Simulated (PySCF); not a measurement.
PBE0-D3(BJ)/def2-TZVP geometry optimisation, IEF-PCM water with PySCF 2.14 and geomeTRIC: [Rh(SH)4]2-, charge -2, multiplicity 2. Start (model start, shaken):

```
9

Rh    0.0000    0.0045   -0.0041
S     2.3466   -0.0068   -0.0149
H     2.6109    1.3401   -0.0074
S    -2.3693    0.0073    0.0053
H    -2.6084   -1.3340   -0.0004
S     0.0104    2.3398   -0.0069
H    -0.0285    2.5907    1.2924
S    -0.0035   -2.3790    0.0041
H     0.0024   -2.6128   -1.3578
```

```json
{"step": "0", "E − E(start) / kcal mol⁻¹": "0.00", "largest force / Eh bohr⁻¹": "0.01605"}
{"step": "1", "E − E(start) / kcal mol⁻¹": "-1.53", "largest force / Eh bohr⁻¹": "0.01073"}
{"step": "2", "E − E(start) / kcal mol⁻¹": "-3.74", "largest force / Eh bohr⁻¹": "0.00764"}
{"step": "3", "E − E(start) / kcal mol⁻¹": "-6.77", "largest force / Eh bohr⁻¹": "0.01370"}
{"step": "4", "E − E(start) / kcal mol⁻¹": "-12.40", "largest force / Eh bohr⁻¹": "0.01872"}
{"step": "5", "E − E(start) / kcal mol⁻¹": "-15.47", "largest force / Eh bohr⁻¹": "0.02607"}
{"step": "6", "E − E(start) / kcal mol⁻¹": "-16.60", "largest force / Eh bohr⁻¹": "0.01406"}
{"step": "7", "E − E(start) / kcal mol⁻¹": "-20.06", "largest force / Eh bohr⁻¹": "0.00879"}
{"step": "8", "E − E(start) / kcal mol⁻¹": "-21.89", "largest force / Eh bohr⁻¹": "0.00765"}
{"step": "9", "E − E(start) / kcal mol⁻¹": "-22.22", "largest force / Eh bohr⁻¹": "0.00314"}
{"step": "10", "E − E(start) / kcal mol⁻¹": "-22.27", "largest force / Eh bohr⁻¹": "0.00080"}
{"step": "11", "E − E(start) / kcal mol⁻¹": "-22.28", "largest force / Eh bohr⁻¹": "0.00038"}
{"step": "12", "E − E(start) / kcal mol⁻¹": "-22.28", "largest force / Eh bohr⁻¹": "0.00057"}
{"step": "13", "E − E(start) / kcal mol⁻¹": "-22.28", "largest force / Eh bohr⁻¹": "0.00043"}
```

The optimisation met its thresholds. End point:

```
9

Rh   -0.0043   -0.0048   -0.0111
S     2.3105   -0.3056   -0.3626
H     2.8331    0.9119   -0.1213
S    -2.3217    0.2927    0.3505
H    -2.8354   -0.9324    0.1307
S     0.3710    2.2022    0.5098
H    -0.8524    2.6869    0.8031
S    -0.3830   -2.2061   -0.5554
H     0.8427   -2.6950   -0.8333
```

Metal–donor distances, start → end: S2 2.347 → 2.361 Å, S4 2.369 → 2.364 Å, S6 2.335 → 2.299 Å, S8 2.384 → 2.299 Å.

No frequencies were computed, so the end point may be a saddle point. 1 SCF steps did not converge.

The job took 18 min on one thread of Arm Neoverse V1 (shared host), with 212 basis functions and a peak of 1.4 GiB, launched as `OMP_NUM_THREADS=1 python lf_run.py task.json out`.
